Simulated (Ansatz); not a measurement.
Molecular dynamics of Mg12O

Input file:

```yaml
accuracy: low
crystal:
  lattice:
    - [6.42, 0.0, 0.0]
    - [-4.815, 8.339825, 0.0]
    - [0.0, 0.0, 5.21304]
  atoms:
    - { symbol: Mg, position: [-0.00021858, -7.803e-05, 0.00160952] }
    - { symbol: Mg, position: [0.1628675, 0.21645028, 0.52053374] }
    - { symbol: Mg, position: [-0.00175793, 0.33997814, 0.00295446] }
    - { symbol: Mg, position: [0.16260277, 0.55348092, 0.48710988] }
    - { symbol: Mg, position: [-0.00532611, 0.6597435, -0.00105603] }
    - { symbol: Mg, position: [0.17434655, 0.89761639, 0.50338835] }
    - { symbol: Mg, position: [0.49220558, -0.00844317, -0.00422452] }
    - { symbol: Mg, position: [0.67349139, 0.23036372, 0.49884107] }
    - { symbol: Mg, position: [0.50559199, 0.33680644, 0.01087714] }
    - { symbol: Mg, position: [0.66965317, 0.54991638, 0.49484883] }
    - { symbol: Mg, position: [0.50556969, 0.67338025, -0.02173129] }
    - { symbol: Mg, position: [0.66766896, 0.88890999, 0.49681042] }
    - { symbol: O, position: [0.83447371, 0.44519861, 0.24888404] }
basis:
  ecutwfc: 420.0
kpoints:
  mp_grid: { grid: [2, 2, 2] }
hamiltonian:
  xc: pbesol
scf:
  occupations: { method: fermi_dirac, width: 0.05 }
  lower_state_search: "off"
md:
  timestep: 1.5
  n_steps: 90
  ensemble: nve
  temperature: 3000.0
  initial_velocities: maxwell_boltzmann
  seed: 877650
```

Launched with:

```bash
$ ansatz run input.yaml --threads 1 --pin off --max-ram 3072MiB --backend cpu --events-out ev --progress --plain --runs-dir out
```

It starts from a relaxed structure.

Output, in part (step lines):

```
md step     0: t =     0.00 fs  T =  3000.0 K  F+E_penalty+E_count = -23506.58940630 eV  E_kin = 4.653360 eV  conserved = -23501.93604633 eV  (8 SCF iters)
md step     1: t =     1.50 fs  T =  2992.5 K  F+E_penalty+E_count = -23506.57778705 eV  E_kin = 4.641691 eV  conserved = -23501.93609639 eV  (8 SCF iters)
md step     2: t =     3.00 fs  T =  2970.6 K  F+E_penalty+E_count = -23506.54394841 eV  E_kin = 4.607803 eV  conserved = -23501.93614548 eV  (8 SCF iters)
md step     3: t =     4.50 fs  T =  2934.1 K  F+E_penalty+E_count = -23506.48740218 eV  E_kin = 4.551210 eV  conserved = -23501.93619230 eV  (8 SCF iters)
md step     4: t =     6.00 fs  T =  2882.8 K  F+E_penalty+E_count = -23506.40776356 eV  E_kin = 4.471530 eV  conserved = -23501.93623356 eV  (8 SCF iters)
md step     5: t =     7.50 fs  T =  2816.4 K  F+E_penalty+E_count = -23506.30480518 eV  E_kin = 4.368541 eV  conserved = -23501.93626427 eV  (5 SCF iters)
md step     6: t =     9.00 fs  T =  2735.0 K  F+E_penalty+E_count = -23506.17854247 eV  E_kin = 4.242266 eV  conserved = -23501.93627604 eV  (4 SCF iters)
md step     7: t =    10.50 fs  T =  2638.8 K  F+E_penalty+E_count = -23506.02934954 eV  E_kin = 4.093092 eV  conserved = -23501.93625774 eV  (4 SCF iters)
md step     8: t =    12.00 fs  T =  2528.4 K  F+E_penalty+E_count = -23505.85810058 eV  E_kin = 3.921903 eV  conserved = -23501.93619806 eV  (3 SCF iters)
md step     9: t =    13.50 fs  T =  2404.9 K  F+E_penalty+E_count = -23505.66632298 eV  E_kin = 3.730236 eV  conserved = -23501.93608653 eV  (4 SCF iters)
md step    10: t =    15.00 fs  T =  2269.6 K  F+E_penalty+E_count = -23505.45633787 eV  E_kin = 3.520422 eV  conserved = -23501.93591590 eV  (8 SCF iters)
md step    11: t =    16.50 fs  T =  2124.7 K  F+E_penalty+E_count = -23505.23135084 eV  E_kin = 3.295665 eV  conserved = -23501.93568617 eV  (4 SCF iters)
md step    12: t =    18.00 fs  T =  1972.8 K  F+E_penalty+E_count = -23504.99544907 eV  E_kin = 3.060043 eV  conserved = -23501.93540587 eV  (3 SCF iters)
md step    13: t =    19.50 fs  T =  1817.0 K  F+E_penalty+E_count = -23504.75346700 eV  E_kin = 2.818377 eV  conserved = -23501.93508966 eV  (3 SCF iters)
md step    14: t =    21.00 fs  T =  1660.7 K  F+E_penalty+E_count = -23504.51071030 eV  E_kin = 2.575948 eV  conserved = -23501.93476182 eV  (3 SCF iters)
md step    15: t =    22.50 fs  T =  1507.4 K  F+E_penalty+E_count = -23504.27257243 eV  E_kin = 2.338121 eV  conserved = -23501.93445159 eV  (4 SCF iters)
md step    16: t =    24.00 fs  T =  1360.3 K  F+E_penalty+E_count = -23504.04411938 eV  E_kin = 2.109937 eV  conserved = -23501.93418247 eV  (4 SCF iters)
md step    17: t =    25.50 fs  T =  1222.2 K  F+E_penalty+E_count = -23503.82974147 eV  E_kin = 1.895774 eV  conserved = -23501.93396705 eV  (4 SCF iters)
md step    18: t =    27.00 fs  T =  1095.4 K  F+E_penalty+E_count = -23503.63295031 eV  E_kin = 1.699143 eV  conserved = -23501.93380702 eV  (3 SCF iters)
md step    19: t =    28.50 fs  T =   981.6 K  F+E_penalty+E_count = -23503.45634780 eV  E_kin = 1.522652 eV  conserved = -23501.93369601 eV  (3 SCF iters)
md step    20: t =    30.00 fs  T =   882.0 K  F+E_penalty+E_count = -23503.30172983 eV  E_kin = 1.368107 eV  conserved = -23501.93362304 eV  (7 SCF iters)
md step    21: t =    31.50 fs  T =   797.3 K  F+E_penalty+E_count = -23503.17025079 eV  E_kin = 1.236673 eV  conserved = -23501.93357809 eV  (3 SCF iters)
md step    22: t =    33.00 fs  T =   727.9 K  F+E_penalty+E_count = -23503.06257283 eV  E_kin = 1.129017 eV  conserved = -23501.93355557 eV  (3 SCF iters)
md step    23: t =    34.50 fs  T =   674.0 K  F+E_penalty+E_count = -23502.97895544 eV  E_kin = 1.045400 eV  conserved = -23501.93355508 eV  (3 SCF iters)
md step    24: t =    36.00 fs  T =   635.5 K  F+E_penalty+E_count = -23502.91927985 eV  E_kin = 0.985702 eV  conserved = -23501.93357835 eV  (3 SCF iters)
md step    25: t =    37.50 fs  T =   612.1 K  F+E_penalty+E_count = -23502.88303215 eV  E_kin = 0.949405 eV  conserved = -23501.93362726 eV  (3 SCF iters)
md step    26: t =    39.00 fs  T =   603.2 K  F+E_penalty+E_count = -23502.86927992 eV  E_kin = 0.935577 eV  conserved = -23501.93370269 eV  (3 SCF iters)
md step    27: t =    40.50 fs  T =   607.9 K  F+E_penalty+E_count = -23502.87667041 eV  E_kin = 0.942868 eV  conserved = -23501.93380256 eV  (3 SCF iters)
md step    28: t =    42.00 fs  T =   625.1 K  F+E_penalty+E_count = -23502.90346556 eV  E_kin = 0.969543 eV  conserved = -23501.93392213 eV  (3 SCF iters)
md step    29: t =    43.50 fs  T =   653.4 K  F+E_penalty+E_count = -23502.94761439 eV  E_kin = 1.013559 eV  conserved = -23501.93405512 eV  (3 SCF iters)
md step    30: t =    45.00 fs  T =   691.5 K  F+E_penalty+E_count = -23503.00685270 eV  E_kin = 1.072658 eV  conserved = -23501.93419474 eV  (7 SCF iters)
md step    31: t =    46.50 fs  T =   737.8 K  F+E_penalty+E_count = -23503.07881504 eV  E_kin = 1.144481 eV  conserved = -23501.93433407 eV  (3 SCF iters)
md step    32: t =    48.00 fs  T =   790.8 K  F+E_penalty+E_count = -23503.16114297 eV  E_kin = 1.226676 eV  conserved = -23501.93446655 eV  (3 SCF iters)
md step    33: t =    49.50 fs  T =   849.1 K  F+E_penalty+E_count = -23503.25157560 eV  E_kin = 1.316987 eV  conserved = -23501.93458873 eV  (3 SCF iters)
md step    34: t =    51.00 fs  T =   911.2 K  F+E_penalty+E_count = -23503.34801172 eV  E_kin = 1.413312 eV  conserved = -23501.93469932 eV  (4 SCF iters)
md step    35: t =    52.50 fs  T =   975.9 K  F+E_penalty+E_count = -23503.44853857 eV  E_kin = 1.513739 eV  conserved = -23501.93479932 eV  (3 SCF iters)
md step    36: t =    54.00 fs  T =  1042.2 K  F+E_penalty+E_count = -23503.55142606 eV  E_kin = 1.616535 eV  conserved = -23501.93489133 eV  (4 SCF iters)
md step    37: t =    55.50 fs  T =  1108.9 K  F+E_penalty+E_count = -23503.65509039 eV  E_kin = 1.720111 eV  conserved = -23501.93497905 eV  (3 SCF iters)
md step    38: t =    57.00 fs  T =  1175.3 K  F+E_penalty+E_count = -23503.75803405 eV  E_kin = 1.822966 eV  conserved = -23501.93506820 eV  (3 SCF iters)
md step    39: t =    58.50 fs  T =  1240.1 K  F+E_penalty+E_count = -23503.85877413 eV  E_kin = 1.923610 eV  conserved = -23501.93516379 eV  (3 SCF iters)
md step    40: t =    60.00 fs  T =  1302.6 K  F+E_penalty+E_count = -23503.95577181 eV  E_kin = 2.020503 eV  conserved = -23501.93526925 eV  (8 SCF iters)
md step    41: t =    61.50 fs  T =  1361.6 K  F+E_penalty+E_count = -23504.04737912 eV  E_kin = 2.111992 eV  conserved = -23501.93538673 eV  (3 SCF iters)
md step    42: t =    63.00 fs  T =  1415.9 K  F+E_penalty+E_count = -23504.13181907 eV  E_kin = 2.196304 eV  conserved = -23501.93551501 eV  (3 SCF iters)
md step    43: t =    64.50 fs  T =  1464.5 K  F+E_penalty+E_count = -23504.20721635 eV  E_kin = 2.271569 eV  conserved = -23501.93564703 eV  (3 SCF iters)
md step    44: t =    66.00 fs  T =  1506.0 K  F+E_penalty+E_count = -23504.27169411 eV  E_kin = 2.335923 eV  conserved = -23501.93577126 eV  (3 SCF iters)
md step    45: t =    67.50 fs  T =  1539.3 K  F+E_penalty+E_count = -23504.32354915 eV  E_kin = 2.387677 eV  conserved = -23501.93587239 eV  (4 SCF iters)
md step    46: t =    69.00 fs  T =  1563.8 K  F+E_penalty+E_count = -23504.36150816 eV  E_kin = 2.425580 eV  conserved = -23501.93592861 eV  (3 SCF iters)
md step    47: t =    70.50 fs  T =  1578.9 K  F+E_penalty+E_count = -23504.38504810 eV  E_kin = 2.449133 eV  conserved = -23501.93591543 eV  (4 SCF iters)
md step    48: t =    72.00 fs  T =  1585.3 K  F+E_penalty+E_count = -23504.39473243 eV  E_kin = 2.458918 eV  conserved = -23501.93581393 eV  (4 SCF iters)
md step    49: t =    73.50 fs  T =  1583.9 K  F+E_penalty+E_count = -23504.39247154 eV  E_kin = 2.456853 eV  conserved = -23501.93561830 eV  (3 SCF iters)
md step    50: t =    75.00 fs  T =  1577.1 K  F+E_penalty+E_count = -23504.38158180 eV  E_kin = 2.446238 eV  conserved = -23501.93534332 eV  (8 SCF iters)
md step    51: t =    76.50 fs  T =  1567.6 K  F+E_penalty+E_count = -23504.36651957 eV  E_kin = 2.431490 eV  conserved = -23501.93502956 eV  (4 SCF iters)
md step    52: t =    78.00 fs  T =  1558.6 K  F+E_penalty+E_count = -23504.35224422 eV  E_kin = 2.417507 eV  conserved = -23501.93473738 eV  (3 SCF iters)
md step    53: t =    79.50 fs  T =  1552.9 K  F+E_penalty+E_count = -23504.34330755 eV  E_kin = 2.408779 eV  conserved = -23501.93452858 eV  (3 SCF iters)
md step    54: t =    81.00 fs  T =  1552.7 K  F+E_penalty+E_count = -23504.34293186 eV  E_kin = 2.408488 eV  conserved = -23501.93444372 eV  (4 SCF iters)
md step    55: t =    82.50 fs  T =  1558.8 K  F+E_penalty+E_count = -23504.35240467 eV  E_kin = 2.417919 eV  conserved = -23501.93448590 eV  (3 SCF iters)
md step    56: t =    84.00 fs  T =  1570.7 K  F+E_penalty+E_count = -23504.37101441 eV  E_kin = 2.436391 eV  conserved = -23501.93462348 eV  (3 SCF iters)
md step    57: t =    85.50 fs  T =  1587.1 K  F+E_penalty+E_count = -23504.39651823 eV  E_kin = 2.461713 eV  conserved = -23501.93480546 eV  (3 SCF iters)
md step    58: t =    87.00 fs  T =  1605.9 K  F+E_penalty+E_count = -23504.42590908 eV  E_kin = 2.490927 eV  conserved = -23501.93498159 eV  (3 SCF iters)
md step    59: t =    88.50 fs  T =  1625.3 K  F+E_penalty+E_count = -23504.45616753 eV  E_kin = 2.521049 eV  conserved = -23501.93511873 eV  (4 SCF iters)
md step    60: t =    90.00 fs  T =  1643.7 K  F+E_penalty+E_count = -23504.48476923 eV  E_kin = 2.549563 eV  conserved = -23501.93520627 eV  (8 SCF iters)
md step    61: t =    91.50 fs  T =  1659.9 K  F+E_penalty+E_count = -23504.50988203 eV  E_kin = 2.574631 eV  conserved = -23501.93525103 eV  (4 SCF iters)
md step    62: t =    93.00 fs  T =  1673.0 K  F+E_penalty+E_count = -23504.53032038 eV  E_kin = 2.595054 eV  conserved = -23501.93526667 eV  (4 SCF iters)
md step    63: t =    94.50 fs  T =  1682.7 K  F+E_penalty+E_count = -23504.54538140 eV  E_kin = 2.610115 eV  conserved = -23501.93526625 eV  (4 SCF iters)
md step    64: t =    96.00 fs  T =  1688.7 K  F+E_penalty+E_count = -23504.55466996 eV  E_kin = 2.619411 eV  conserved = -23501.93525896 eV  (4 SCF iters)
md step    65: t =    97.50 fs  T =  1690.9 K  F+E_penalty+E_count = -23504.55797638 eV  E_kin = 2.622728 eV  conserved = -23501.93524812 eV  (3 SCF iters)
md step    66: t =    99.00 fs  T =  1689.1 K  F+E_penalty+E_count = -23504.55522607 eV  E_kin = 2.619995 eV  conserved = -23501.93523156 eV  (4 SCF iters)
md step    67: t =   100.50 fs  T =  1683.5 K  F+E_penalty+E_count = -23504.54649352 eV  E_kin = 2.611287 eV  conserved = -23501.93520655 eV  (3 SCF iters)
md step    68: t =   102.00 fs  T =  1674.2 K  F+E_penalty+E_count = -23504.53206057 eV  E_kin = 2.596893 eV  conserved = -23501.93516752 eV  (4 SCF iters)
md step    69: t =   103.50 fs  T =  1661.6 K  F+E_penalty+E_count = -23504.51249413 eV  E_kin = 2.577388 eV  conserved = -23501.93510605 eV  (3 SCF iters)
md step    70: t =   105.00 fs  T =  1646.4 K  F+E_penalty+E_count = -23504.48871433 eV  E_kin = 2.553693 eV  conserved = -23501.93502128 eV  (8 SCF iters)
md step    71: t =   106.50 fs  T =  1629.2 K  F+E_penalty+E_count = -23504.46201955 eV  E_kin = 2.527102 eV  conserved = -23501.93491801 eV  (4 SCF iters)
md step    72: t =   108.00 fs  T =  1611.2 K  F+E_penalty+E_count = -23504.43403435 eV  E_kin = 2.499231 eV  conserved = -23501.93480320 eV  (3 SCF iters)
md step    73: t =   109.50 fs  T =  1593.6 K  F+E_penalty+E_count = -23504.40655335 eV  E_kin = 2.471859 eV  conserved = -23501.93469442 eV  (3 SCF iters)
md step    74: t =   111.00 fs  T =  1577.4 K  F+E_penalty+E_count = -23504.38128066 eV  E_kin = 2.446666 eV  conserved = -23501.93461450 eV  (4 SCF iters)
md step    75: t =   112.50 fs  T =  1563.3 K  F+E_penalty+E_count = -23504.35950267 eV  E_kin = 2.424919 eV  conserved = -23501.93458411 eV  (4 SCF iters)
md step    76: t =   114.00 fs  T =  1551.9 K  F+E_penalty+E_count = -23504.34176862 eV  E_kin = 2.407150 eV  conserved = -23501.93461900 eV  (3 SCF iters)
md step    77: t =   115.50 fs  T =  1542.7 K  F+E_penalty+E_count = -23504.32767593 eV  E_kin = 2.392956 eV  conserved = -23501.93471971 eV  (3 SCF iters)
md step    78: t =   117.00 fs  T =  1535.0 K  F+E_penalty+E_count = -23504.31583736 eV  E_kin = 2.380963 eV  conserved = -23501.93487486 eV  (3 SCF iters)
md step    79: t =   118.50 fs  T =  1527.3 K  F+E_penalty+E_count = -23504.30406032 eV  E_kin = 2.369000 eV  conserved = -23501.93506057 eV  (3 SCF iters)
md step    80: t =   120.00 fs  T =  1517.9 K  F+E_penalty+E_count = -23504.28970704 eV  E_kin = 2.354462 eV  conserved = -23501.93524455 eV  (8 SCF iters)
md step    81: t =   121.50 fs  T =  1505.2 K  F+E_penalty+E_count = -23504.27016108 eV  E_kin = 2.334765 eV  conserved = -23501.93539611 eV  (4 SCF iters)
md step    82: t =   123.00 fs  T =  1487.8 K  F+E_penalty+E_count = -23504.24331286 eV  E_kin = 2.307826 eV  conserved = -23501.93548659 eV  (4 SCF iters)
md step    83: t =   124.50 fs  T =  1465.1 K  F+E_penalty+E_count = -23504.20798972 eV  E_kin = 2.272496 eV  conserved = -23501.93549344 eV  (4 SCF iters)
md step    84: t =   126.00 fs  T =  1436.9 K  F+E_penalty+E_count = -23504.16426951 eV  E_kin = 2.228863 eV  conserved = -23501.93540630 eV  (4 SCF iters)
md step    85: t =   127.50 fs  T =  1404.4 K  F+E_penalty+E_count = -23504.11361996 eV  E_kin = 2.178389 eV  conserved = -23501.93523058 eV  (3 SCF iters)
md step    86: t =   129.00 fs  T =  1369.2 K  F+E_penalty+E_count = -23504.05880893 eV  E_kin = 2.123820 eV  conserved = -23501.93498909 eV  (3 SCF iters)
md step    87: t =   130.50 fs  T =  1333.8 K  F+E_penalty+E_count = -23504.00355237 eV  E_kin = 2.068831 eV  conserved = -23501.93472152 eV  (4 SCF iters)
md step    88: t =   132.00 fs  T =  1300.6 K  F+E_penalty+E_count = -23503.95192202 eV  E_kin = 2.017445 eV  conserved = -23501.93447748 eV  (3 SCF iters)
md step    89: t =   133.50 fs  T =  1272.2 K  F+E_penalty+E_count = -23503.90762275 eV  E_kin = 1.973321 eV  conserved = -23501.93430205 eV  (3 SCF iters)
md step    90: t =   135.00 fs  T =  1250.1 K  F+E_penalty+E_count = -23503.87332250 eV  E_kin = 1.939100 eV  conserved = -23501.93422255 eV  (8 SCF iters)
```

The run went to its last step. The conserved energy stayed within 0.19 meV per atom of its start (net change 0.14 meV per atom), so the integration is sound. The temperature averaged 0.52 of the 3000 K drawn at the start: a run that starts near a minimum puts about half its kinetic energy into the potential. A run of 0.14 ps of so small a system gives no equilibrium averages. Limits of this set-up: coarse k mesh, low accuracy level.

Mean squared displacements from the first frame to the last, about the centre of mass: Mg 0.24 Å², O 0.36 Å².

Last frame:

```xyz
13
Lattice="6.4200 0.0000 0.0000 -4.8150 8.3398 0.0000 0.0000 0.0000 5.2130" Properties=species:S:1:pos:R:3
Mg 0.227 0.392 0.069
Mg 0.227 1.651 3.103
Mg -1.903 3.253 -0.266
Mg -1.070 4.557 2.141
Mg -3.645 5.732 0.031
Mg -3.426 6.947 2.587
Mg 3.421 0.013 -0.139
Mg 3.223 1.804 2.698
Mg 1.799 2.808 0.452
Mg 1.498 4.286 2.923
Mg -0.343 5.623 -0.647
Mg -0.068 7.668 2.313
O 3.338 3.387 1.785
```

The run took 8.3 min on 1 thread of Arm Neoverse V1 (shared host), peak memory 0.61 GiB.
